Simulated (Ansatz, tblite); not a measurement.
Removing and adding an electron: C21H15N3 (relaxed from a model of trityl dicyanamide, whose bonding it doesn't keep). Total charge 0; singlet. Geometry: PBE-D4/def2-SVP. Ansatz, gas phase; energy differences of separate SCF runs; the oxidised species was run as a doublet alone; the reduced species was run as a doublet alone.

```xyz
39

N     1.808   -4.894   -3.248
C     1.728   -4.182   -2.311
N     1.650   -3.478   -1.200
C     1.466   -2.288   -0.889
N     1.423   -1.162   -0.449
C     1.703    3.748   -1.418
C     2.649    2.771   -1.068
C     2.229    1.502   -0.647
C     0.859    1.192   -0.573
C     0.410   -0.181   -0.041
C     0.371   -0.183    1.503
C     0.280    1.011    2.239
C     0.186    0.979    3.640
C     0.188   -0.245    4.323
C     0.282   -1.442    3.594
C     0.372   -1.410    2.197
C    -0.954   -0.581   -0.642
C    -2.119   -0.680    0.136
C    -3.343   -1.030   -0.459
C    -3.415   -1.286   -1.834
C    -2.254   -1.181   -2.620
C    -1.036   -0.824   -2.030
C    -0.086    2.172   -0.928
C     0.336    3.445   -1.345
H     2.033    4.744   -1.752
H     3.725    2.998   -1.126
H     2.968    0.735   -0.373
H     0.284    1.978    1.716
H     0.118    1.924    4.200
H     0.120   -0.269    5.421
H     0.287   -2.410    4.118
H     0.436   -2.358    1.641
H    -2.074   -0.484    1.217
H    -4.246   -1.106    0.165
H    -4.372   -1.568   -2.297
H    -2.299   -1.375   -3.703
H    -0.137   -0.723   -2.657
H    -1.159    1.940   -0.879
H    -0.414    4.201   -1.623
```

The xTB rows come from tblite. Single mean-field runs in def2-TZVP are fitted with def2-universal-jkfit. HOMO above LUMO, or a gap near zero within one spin, warns that the state may not be the lowest or that an electron is smeared out.

```tsv
level	−HOMO (eV)	vertical IE (eV)	−LUMO (eV)	vertical EA (eV)	HOMO–LUMO gap (eV)	IE − EA (eV)	remarks
GFN1-xTB	11.74	13.67	7.84	5.98	3.90	7.69	–
GFN2-xTB	11.05	12.86	7.20	5.16	3.85	7.71	–
PBE-D4/def2-TZVP	6.40	8.19	2.22	0.53	4.18	7.66	HOMO above zero (-1 doublet), gap within one spin near zero (+1 doublet)
revPBE-D4/def2-TZVP	6.32	8.20	2.11	0.53	4.21	7.67	HOMO above zero (-1 doublet), gap within one spin near zero (+1 doublet)
PBE0-D4/def2-TZVP	7.38	8.63	1.35	0.21	6.03	8.42	HOMO above zero (-1 doublet)
```

Relaxing the reduced species (PBE-D4/def2-SVP) changes its energy by -1.44 eV at PBE-D4/def2-TZVP, so the adiabatic electron affinity to this nearest minimum is 1.97 eV. On the way the bond N5–C10 breaks. At PBE0-D4/def2-TZVP it is 1.93 eV.     A HOMO above zero means that the electron is unbound at that level or that self-interaction error raises the level; the energy of removing that electron tells which. Raw xTB energy differences between charge states are shifted by several eV; the methods need an empirical correction for them. Sets without diffuse functions give affinities that are too small.
